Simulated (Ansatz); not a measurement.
Cl₂Te, triplet, geometry from GFN2-xTB (a higher spin typed on purpose: for a closed-shell molecule this is an excited state) (all electrons, no relativity); CAM-B3LYP/STO-3G (Ansatz, a quantum-chemistry and plane-wave program).

Ansatz was given this input:
Ansatz 0.2 input:
```yaml
crystal:
  periodic: [false, false, false]
  atoms:
    - {symbol: Te, position_ang: [-0.06824556, -0.05189516, 0.73922318]}
    - {symbol: Cl, position_ang: [1.14915592, 1.35509134, -1.20072069]}
    - {symbol: Cl, position_ang: [-0.94040481, -1.19635319, -1.06043255]}
basis:
  gaussian:
    orbitals: STO-3G
hamiltonian:
  xc: cam_b3lyp
magnetization: {spin_polarized: true, initial_magnetization: 2}
```

Output, abridged:

```
Functional definition: CAM-B3LYP
474 factors; integrals over basis functions are off by at most 1.4e-5 eV
133 factors; integrals over basis functions are off by at most 5.1e-7 eV
mean field evaluation 1: about -202988.3464 eV, gradient 9.3e0 eV
mean field evaluation 2: about -202986.2506 eV, gradient 1.7e1 eV
mean field evaluation 4: about -202990.4394 eV, gradient 5.5e-1 eV
mean field evaluation 8: about -202990.4682 eV, gradient 5.8e-2 eV
mean field evaluation 16: about -202990.4686 eV, gradient 4.2e-5 eV
mean field -202990.46863609 eV, -7459.7621304947 hartree, gradient 4.1e-5 eV, S^2 2.009834; 4 other end points of the search recorded, 0 dependent functions left out
reference -202990.46871581 eV, -7459.7621334244 hartree; 44, 42 occupied and 1, 3 virtual orbitals, 474 factors
Total energy: -202990.46871581 eV, -7459.7621334244 hartree
```
